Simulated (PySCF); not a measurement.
# Computed records: BH₂O

Calculation on a computer-drawn molecule: vertical ionisation energy to the stated ion spin, frozen-core CCSD(T) at the basis limit and cheaper methods, single-reference cases, UHF for radicals, no spin-orbit; all values are single points at the evaluated structure, the first of each entry, which is the reference or a displaced copy of it and isn't optimised; the reference structure only sets the zero of the energies above reference; triples share is (T) over the correlation energy. Program: PySCF 2.14.0.

Common to all runs: charge 1; multiplicity 1; ion multiplicity 2; diffuse functions no; basis cc-pVnZ; reference is the Hartree-Fock double-zeta minimum; best is HF at quadruple zeta + MP2 correlation extrapolated from triple and quadruple zeta + CCSD(T) minus MP2 at triple zeta; basis step is the size of the change from the same recipe one zeta lower.

```yaml
- entry: 1
  formula: BH2O
  evaluated_structure:
    atoms_angstrom:
      - [B, 1.0842, -2.9399, 2.3623]
      - [O, 0.7575, -3.508, 1.2594]
      - [H, 1.5168, -2.3482, 3.2538]
      - [H, 0.1791, -3.7833, 0.5746]
  reference_structure:
    atoms_angstrom:
      - [B, 1.0865, -2.9213, 2.2928]
      - [O, 0.758, -3.5229, 1.2878]
      - [H, 1.4482, -2.3645, 3.2566]
      - [H, 0.1863, -3.8043, 0.5752]
  given:
    drawn_bonds_atom: [1, 1, 2]
    drawn_bonds_other_atom: [2, 3, 4]
    drawn_bonds_order: [1, 1, 1]
  results:
    "ionisation_energy_best [eV]": 23.08
    "ionisation_energy_basis_step [eV]": 0.03102
    "energy_above_reference_best [kcal/mol]": 4.103
    "energy_above_reference_basis_step [kcal/mol]": 0.623
    triple_zeta_method: [HF, PBE, r2SCAN, B3LYP, wB97X, MP2, CCSD, "CCSD(T)"]
    "triple_zeta_ionisation_energy [eV]": [20.98, 23.02, 22.91, 23.07, 22.92, 23.12, 22.77, 22.93]
    "triple_zeta_energy_above_reference [kcal/mol]": [5.205, 3.493, 4.009, 4.176, 4.096, 3.605, 3.978, 3.591]
    "ionisation_energy_Koopmans_at_triple_zeta [eV]": 23.76
    "ionisation_energy_EOM_CCSD_at_triple_zeta [eV]": 22.83
    "total_energy_HF_triple_zeta [hartree]": -100.4808
    "total_energy_CCSD(T)_triple_zeta [hartree]": -100.8149
    "total_energy_best [hartree]": -100.8632
    T1_diagnostic_at_triple_zeta: 0.01765
    D1_diagnostic_at_triple_zeta: 0.03848
    ion_T1_diagnostic_at_triple_zeta: 0.01198
    ion_D1_diagnostic_at_triple_zeta: 0.02901
    ion_spin_squared_at_triple_zeta: 0.7563
    triples_share_at_triple_zeta: 0.03555
    basis_functions_triple_zeta: 88
- entry: 2
  formula: BH2O
  evaluated_structure:
    atoms_angstrom:
      - [B, 1.0916, -2.8973, 2.282]
      - [O, 0.7593, -3.4481, 1.2486]
      - [H, 1.5798, -2.2809, 3.3929]
      - [H, 0.261, -3.8746, 0.5694]
  reference_structure:
    atoms_angstrom:
      - [B, 1.0865, -2.9213, 2.2928]
      - [O, 0.758, -3.5229, 1.2878]
      - [H, 1.4482, -2.3645, 3.2566]
      - [H, 0.1863, -3.8043, 0.5752]
  given:
    drawn_bonds_atom: [1, 1, 2]
    drawn_bonds_other_atom: [2, 3, 4]
    drawn_bonds_order: [1, 1, 1]
  results:
    "ionisation_energy_best [eV]": 23.15
    "ionisation_energy_basis_step [eV]": 0.01038
    "energy_above_reference_best [kcal/mol]": 8.701
    "energy_above_reference_basis_step [kcal/mol]": 0.01645
    triple_zeta_method: [HF, PBE, r2SCAN, B3LYP, wB97X, MP2, CCSD, "CCSD(T)"]
    "triple_zeta_ionisation_energy [eV]": [22.23, 22.72, 22.82, 23.19, 23.19, 22.84, 23.09, 23.05]
    "triple_zeta_energy_above_reference [kcal/mol]": [9.749, 7.58, 8.558, 8.726, 8.529, 9.153, 8.673, 8.555]
    "ionisation_energy_Koopmans_at_triple_zeta [eV]": 23.41
    "ionisation_energy_EOM_CCSD_at_triple_zeta [eV]": 23.28
    "total_energy_HF_triple_zeta [hartree]": -100.4735
    "total_energy_CCSD(T)_triple_zeta [hartree]": -100.8070
    "total_energy_best [hartree]": -100.8559
    T1_diagnostic_at_triple_zeta: 0.0154
    D1_diagnostic_at_triple_zeta: 0.0332
    ion_T1_diagnostic_at_triple_zeta: 0.02353
    ion_D1_diagnostic_at_triple_zeta: 0.06408
    ion_spin_squared_at_triple_zeta: 0.7591
    triples_share_at_triple_zeta: 0.03434
    basis_functions_triple_zeta: 88
- entry: 3
  formula: BH2O
  evaluated_structure:
    atoms_angstrom:
      - [B, 1.0734, -2.8487, 2.2785]
      - [O, 0.7143, -3.5976, 1.345]
      - [H, 1.4523, -2.3093, 3.3581]
      - [H, 0.1346, -3.8182, 0.5856]
  reference_structure:
    atoms_angstrom:
      - [B, 1.0865, -2.9213, 2.2928]
      - [O, 0.758, -3.5229, 1.2878]
      - [H, 1.4482, -2.3645, 3.2566]
      - [H, 0.1863, -3.8043, 0.5752]
  given:
    drawn_bonds_atom: [1, 1, 2]
    drawn_bonds_other_atom: [2, 3, 4]
    drawn_bonds_order: [1, 1, 1]
  results:
    "ionisation_energy_best [eV]": 23.19
    "ionisation_energy_basis_step [eV]": 1.049
    "energy_above_reference_best [kcal/mol]": 3.769
    "energy_above_reference_basis_step [kcal/mol]": 0.417
    triple_zeta_method: [HF, PBE, r2SCAN, B3LYP, wB97X, MP2, CCSD, "CCSD(T)"]
    "triple_zeta_ionisation_energy [eV]": [21.13, 22.79, 22.83, 23.02, 23.02, 23.25, 22.9, 23.05]
    "triple_zeta_energy_above_reference [kcal/mol]": [5.42, 2.389, 3.477, 3.69, 3.625, 3.579, 3.681, 3.33]
    "ionisation_energy_Koopmans_at_triple_zeta [eV]": 23.89
    "ionisation_energy_EOM_CCSD_at_triple_zeta [eV]": 22.95
    "total_energy_HF_triple_zeta [hartree]": -100.4804
    "total_energy_CCSD(T)_triple_zeta [hartree]": -100.8154
    "total_energy_best [hartree]": -100.8638
    T1_diagnostic_at_triple_zeta: 0.01674
    D1_diagnostic_at_triple_zeta: 0.03643
    ion_T1_diagnostic_at_triple_zeta: 0.01885
    ion_D1_diagnostic_at_triple_zeta: 0.06739
    ion_spin_squared_at_triple_zeta: 0.7565
    triples_share_at_triple_zeta: 0.0353
    basis_functions_triple_zeta: 88
- entry: 4
  formula: BH2O
  evaluated_structure:
    atoms_angstrom:
      - [B, 1.0865, -2.922, 2.2913]
      - [O, 0.758, -3.5216, 1.2888]
      - [H, 1.4475, -2.3642, 3.2549]
      - [H, 0.2493, -3.7722, 0.656]
  reference_structure:
    atoms_angstrom:
      - [B, 1.0865, -2.9213, 2.2928]
      - [O, 0.758, -3.5229, 1.2878]
      - [H, 1.4482, -2.3645, 3.2566]
      - [H, 0.1863, -3.8043, 0.5752]
  given:
    drawn_bonds_atom: [1, 1, 2]
    drawn_bonds_other_atom: [2, 3, 4]
    drawn_bonds_order: [1, 1, 1]
  results:
    "ionisation_energy_best [eV]": 24.04
    "ionisation_energy_basis_step [eV]": 0.03921
    "energy_above_reference_best [kcal/mol]": 10.24
    "energy_above_reference_basis_step [kcal/mol]": 0.363
    triple_zeta_method: [HF, PBE, r2SCAN, B3LYP, wB97X, MP2, CCSD, "CCSD(T)"]
    "triple_zeta_ionisation_energy [eV]": [22.03, 23.68, 23.74, 24.07, 23.91, 24.07, 23.76, 23.9]
    "triple_zeta_energy_above_reference [kcal/mol]": [8.338, 11.73, 10.64, 10.81, 10.42, 10.77, 10.3, 10.6]
    "ionisation_energy_Koopmans_at_triple_zeta [eV]": 24.71
    "ionisation_energy_EOM_CCSD_at_triple_zeta [eV]": 23.82
    "total_energy_HF_triple_zeta [hartree]": -100.4758
    "total_energy_CCSD(T)_triple_zeta [hartree]": -100.8038
    "total_energy_best [hartree]": -100.8535
    T1_diagnostic_at_triple_zeta: 0.01494
    D1_diagnostic_at_triple_zeta: 0.03269
    ion_T1_diagnostic_at_triple_zeta: 0.00924
    ion_D1_diagnostic_at_triple_zeta: 0.02155
    ion_spin_squared_at_triple_zeta: 0.7553
    triples_share_at_triple_zeta: 0.03287
    basis_functions_triple_zeta: 88
- entry: 5
  formula: BH2O
  evaluated_structure:
    atoms_angstrom:
      - [B, 1.039, -2.9408, 2.2833]
      - [O, 0.7052, -3.5665, 1.2382]
      - [H, 1.5264, -2.3674, 3.2929]
      - [H, 0.1717, -3.8774, 0.5258]
  reference_structure:
    atoms_angstrom:
      - [B, 1.0865, -2.9213, 2.2928]
      - [O, 0.758, -3.5229, 1.2878]
      - [H, 1.4482, -2.3645, 3.2566]
      - [H, 0.1863, -3.8043, 0.5752]
  given:
    drawn_bonds_atom: [1, 1, 2]
    drawn_bonds_other_atom: [2, 3, 4]
    drawn_bonds_order: [1, 1, 1]
  results:
    "ionisation_energy_best [eV]": 23.18
    "ionisation_energy_basis_step [eV]": 0.03336
    "energy_above_reference_best [kcal/mol]": 4.12
    "energy_above_reference_basis_step [kcal/mol]": 0.4353
    triple_zeta_method: [HF, PBE, r2SCAN, B3LYP, wB97X, MP2, CCSD, "CCSD(T)"]
    "triple_zeta_ionisation_energy [eV]": [21.11, 22.92, 22.94, 23.2, 23.03, 23.23, 22.89, 23.04]
    "triple_zeta_energy_above_reference [kcal/mol]": [5.414, 3.025, 3.929, 4.17, 3.941, 3.915, 4.005, 3.664]
    "ionisation_energy_Koopmans_at_triple_zeta [eV]": 23.92
    "ionisation_energy_EOM_CCSD_at_triple_zeta [eV]": 22.95
    "total_energy_HF_triple_zeta [hartree]": -100.4804
    "total_energy_CCSD(T)_triple_zeta [hartree]": -100.8148
    "total_energy_best [hartree]": -100.8632
    T1_diagnostic_at_triple_zeta: 0.01692
    D1_diagnostic_at_triple_zeta: 0.03683
    ion_T1_diagnostic_at_triple_zeta: 0.01043
    ion_D1_diagnostic_at_triple_zeta: 0.02405
    ion_spin_squared_at_triple_zeta: 0.7562
    triples_share_at_triple_zeta: 0.03531
    basis_functions_triple_zeta: 88
- entry: 6
  formula: BH2O
  evaluated_structure:
    atoms_angstrom:
      - [B, 1.0636, -2.9467, 2.2273]
      - [O, 0.8408, -3.4709, 1.3109]
      - [H, 1.461, -2.3462, 3.2091]
      - [H, 0.1788, -3.8734, 0.5614]
  reference_structure:
    atoms_angstrom:
      - [B, 1.0865, -2.9213, 2.2928]
      - [O, 0.758, -3.5229, 1.2878]
      - [H, 1.4482, -2.3645, 3.2566]
      - [H, 0.1863, -3.8043, 0.5752]
  given:
    drawn_bonds_atom: [1, 1, 2]
    drawn_bonds_other_atom: [2, 3, 4]
    drawn_bonds_order: [1, 1, 1]
  results:
    "ionisation_energy_best [eV]": 23.59
    "ionisation_energy_basis_step [eV]": 0.000785
    "energy_above_reference_best [kcal/mol]": 33.01
    "energy_above_reference_basis_step [kcal/mol]": 1.659
    triple_zeta_method: [HF, PBE, r2SCAN, B3LYP, wB97X, MP2, CCSD, "CCSD(T)"]
    "triple_zeta_ionisation_energy [eV]": [22.57, 23.29, 23.38, 23.6, 23.65, 23.3, 23.51, 23.49]
    "triple_zeta_energy_above_reference [kcal/mol]": [33.11, 33.24, 33.05, 32.46, 33.23, 34.7, 34.13, 34.62]
    "ionisation_energy_Koopmans_at_triple_zeta [eV]": 23.89
    "ionisation_energy_EOM_CCSD_at_triple_zeta [eV]": 23.66
    "total_energy_HF_triple_zeta [hartree]": -100.4363
    "total_energy_CCSD(T)_triple_zeta [hartree]": -100.7655
    "total_energy_best [hartree]": -100.8172
    T1_diagnostic_at_triple_zeta: 0.01209
    D1_diagnostic_at_triple_zeta: 0.02583
    ion_T1_diagnostic_at_triple_zeta: 0.0169
    ion_D1_diagnostic_at_triple_zeta: 0.04264
    ion_spin_squared_at_triple_zeta: 0.756
    triples_share_at_triple_zeta: 0.03184
    basis_functions_triple_zeta: 88
- entry: 7
  formula: BH2O
  evaluated_structure:
    atoms_angstrom:
      - [B, 1.1237, -2.8862, 2.2698]
      - [O, 0.758, -3.4565, 1.2747]
      - [H, 1.4498, -2.3387, 3.2151]
      - [H, 0.1996, -3.845, 0.5108]
  reference_structure:
    atoms_angstrom:
      - [B, 1.0865, -2.9213, 2.2928]
      - [O, 0.758, -3.5229, 1.2878]
      - [H, 1.4482, -2.3645, 3.2566]
      - [H, 0.1863, -3.8043, 0.5752]
  given:
    drawn_bonds_atom: [1, 1, 2]
    drawn_bonds_other_atom: [2, 3, 4]
    drawn_bonds_order: [1, 1, 1]
  results:
    "ionisation_energy_best [eV]": 23.59
    "ionisation_energy_basis_step [eV]": 0.03538
    "energy_above_reference_best [kcal/mol]": 2.109
    "energy_above_reference_basis_step [kcal/mol]": 0.004195
    triple_zeta_method: [HF, PBE, r2SCAN, B3LYP, wB97X, MP2, CCSD, "CCSD(T)"]
    "triple_zeta_ionisation_energy [eV]": [21.53, 23.33, 23.35, 23.6, 23.44, 23.64, 23.3, 23.44]
    "triple_zeta_energy_above_reference [kcal/mol]": [3.101, 1.629, 1.98, 1.755, 2.143, 1.931, 2.227, 2.13]
    "ionisation_energy_Koopmans_at_triple_zeta [eV]": 24.29
    "ionisation_energy_EOM_CCSD_at_triple_zeta [eV]": 23.34
    "total_energy_HF_triple_zeta [hartree]": -100.4841
    "total_energy_CCSD(T)_triple_zeta [hartree]": -100.8173
    "total_energy_best [hartree]": -100.8664
    T1_diagnostic_at_triple_zeta: 0.01522
    D1_diagnostic_at_triple_zeta: 0.03281
    ion_T1_diagnostic_at_triple_zeta: 0.009871
    ion_D1_diagnostic_at_triple_zeta: 0.02287
    ion_spin_squared_at_triple_zeta: 0.7563
    triples_share_at_triple_zeta: 0.03427
    basis_functions_triple_zeta: 88
- entry: 8
  formula: BH2O
  evaluated_structure:
    atoms_angstrom:
      - [B, 1.1237, -2.8862, 2.2698]
      - [O, 0.758, -3.4565, 1.2747]
      - [H, 1.4198, -2.3891, 3.128]
      - [H, 0.1996, -3.845, 0.5108]
  reference_structure:
    atoms_angstrom:
      - [B, 1.0865, -2.9213, 2.2928]
      - [O, 0.758, -3.5229, 1.2878]
      - [H, 1.4482, -2.3645, 3.2566]
      - [H, 0.1863, -3.8043, 0.5752]
  given:
    drawn_bonds_atom: [1, 1, 2]
    drawn_bonds_other_atom: [2, 3, 4]
    drawn_bonds_order: [1, 1, 1]
  results:
    "ionisation_energy_best [eV]": 23.65
    "ionisation_energy_basis_step [eV]": 0.03475
    "energy_above_reference_best [kcal/mol]": 9.027
    "energy_above_reference_basis_step [kcal/mol]": 0.04408
    triple_zeta_method: [HF, PBE, r2SCAN, B3LYP, wB97X, MP2, CCSD, "CCSD(T)"]
    "triple_zeta_ionisation_energy [eV]": [21.59, 23.61, 23.52, 23.66, 23.51, 23.7, 23.36, 23.5]
    "triple_zeta_energy_above_reference [kcal/mol]": [9.865, 9.142, 9.002, 8.571, 9.32, 8.757, 9.183, 9.127]
    "ionisation_energy_Koopmans_at_triple_zeta [eV]": 24.32
    "ionisation_energy_EOM_CCSD_at_triple_zeta [eV]": 23.39
    "total_energy_HF_triple_zeta [hartree]": -100.4733
    "total_energy_CCSD(T)_triple_zeta [hartree]": -100.8061
    "total_energy_best [hartree]": -100.8554
    T1_diagnostic_at_triple_zeta: 0.01526
    D1_diagnostic_at_triple_zeta: 0.03298
    ion_T1_diagnostic_at_triple_zeta: 0.009827
    ion_D1_diagnostic_at_triple_zeta: 0.02298
    ion_spin_squared_at_triple_zeta: 0.7563
    triples_share_at_triple_zeta: 0.03411
    basis_functions_triple_zeta: 88
```
